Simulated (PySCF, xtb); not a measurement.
B(H)(OH)(PH2) (BH4OP), SMILES OBP.

GFN2-xTB (xtb) at its own geometry gives an orbital gap of 3.80 eV and a dipole moment of 0.97 D.

Geometry optimised at PBE0-D3(BJ)/def2-TZVP. One conformer was computed; it need not be the lowest.

**Question.** What does B3LYP/def2-TZVPD in PySCF give? (Estimate from the structure and the level; the computed values follow.)

**Answer.** gap 6.32 eV (levels -7.23 and -0.90 eV), dipole 1.41 D.
